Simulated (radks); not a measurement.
The numbers below are computed, except where a source is named.
Task: All-electron atom: the dysprosium ion Dy50+ in [Ne] 3s2 3p4. Code: a radial shooting solver on a logarithmic mesh with Libxc functionals. Model: Dirac Kohn-Sham, PBE, spin-unpolarised, spherical densities, point nucleus; open shells are shared between the two j in proportion to 2j + 1.

Spin-orbit splittings of the eigenvalues, e(l+1/2) - e(l-1/2), with zeta = 2 splitting/(2l+1) and mean radii in bohr:

shell  occ.  splitting (eV)  zeta (eV)  <r> j=l-1/2  <r> j=l+1/2
2p        6               ?          ?      0.07349      0.08029
3p        4           209.6      139.7       0.2030       0.2133

Estimate the 2p splitting.

Result: 818.3 eV (zeta = 545.5 eV).
